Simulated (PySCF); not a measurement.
CH₁₀FNSi₃, SMILES F[SiH2]C[SiH2]N[SiH3]. Atoms are numbered in the order given.

```xyz
16

F      2.8694    -0.4437    -1.2418
Si     2.6079    -0.0529     0.3239
C      0.9127     0.7082     0.4519
Si    -0.3743    -0.0808    -0.6854
N     -2.0091     0.4325    -0.3487
Si    -3.1040    -0.1630     0.8676
H      2.6865    -1.3118     1.1171
H      3.6936     0.8823     0.7346
H      0.9616     1.7910     0.2382
H      0.5639     0.6042     1.4968
H     -0.0668     0.2937    -2.0955
H     -0.3039    -1.5615    -0.5029
H     -2.3248     1.2439    -0.8779
H     -2.4867    -1.3968     1.4362
H     -4.4450    -0.4878     0.2909
H     -3.3300     0.8123     1.9826
```
Charge 0, spin multiplicity 1.

Geometry optimised at r2SCAN-D4/def2-SVP. This is a generated structure with no PubChem entry under its InChIKey; it may be hypothetical. One conformer was computed; it need not be the lowest.

The numbers are results of TDA-M06-2X/def2-SVPD run with PySCF, not measurements.

Vertical excitations. Gas-phase values at a fixed geometry.

Computed UV-visible absorptions:
```
state  energy (eV)  λ (nm)      f                                            main pairs
-----  -----------  ------  -----  ----------------------------------------------------
S1            6.26     198  0.015                                        HOMO→LUMO 87 %
S2            7.11     174  0.024                                      HOMO→LUMO+1 75 %
S3            7.44     167  0.078                                      HOMO→LUMO+2 60 %
S4            7.60     163  0.038                    HOMO→LUMO+3 57 %, HOMO→LUMO+6 10 %
S5            7.62     163  0.027  HOMO→LUMO+5 45 %, HOMO→LUMO+4 20 %, HOMO→LUMO+3 17 %
S6            7.78     159  0.028                                      HOMO→LUMO+6 71 %
T1            5.96     208      0                                        HOMO→LUMO 80 %
T2            6.90     180      0                                      HOMO→LUMO+1 63 %
```
Triplets are in the Tamm–Dancoff approximation.
